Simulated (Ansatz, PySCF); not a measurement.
Gas-phase reaction in SMILES: FB(F)B(F)F [difluoroboranyl(difluoro)borane] → 2 F[B]F (the B-B bond at the site shown breaks; other sites are not compared here)
Geometries: B3LYP-D3(BJ)/def2-TZVP minima from Ansatz (a program for electronic structure), one conformer each, not searched for the lowest. Frequencies are from Ansatz or PySCF.

Quantity: bond dissociation energy (0 K, with B3LYP-D3(BJ) harmonic zero-point energies), in kcal/mol. Cores are frozen in the correlated levels unless marked. Open shells are spin-unrestricted. No spin-orbit coupling. No relativistic terms. CBS(X,Y): correlation extrapolated as X^-3; Hartree-Fock from the larger set. The bracket is a focal-point correction in the basis named.

```tsv
level	program	bond dissociation energy (kcal/mol)	minus last row
HF/cc-pVTZ	Ansatz	78.6	-23.9
HF-D3(BJ)/def2-TZVPD	PySCF + dftd3	81.8	-20.7
BLYP/def2-TZVPD	PySCF	94.0	-8.5
revPBE/def2-TZVPD	Ansatz	91.7	-10.8
B3LYP/def2-TZVPD	Ansatz	96.9	-5.6
LC-wPBE-D3(BJ)/def2-TZVPD	Ansatz + dftd3	98.4	-4.1
MP2/STO-3G	Ansatz	108.3	5.8
SCS-MP2/6-31G	Ansatz	98.9	-3.6
RI-MP2/CBS(cc-pVTZ,cc-pVQZ)+[CCSD(T)-MP2]/cc-pVTZ	Ansatz	103.2	0.7
CCSD(T)/CBS(cc-pVTZ,cc-pVQZ)	Ansatz	102.5	0.0
```
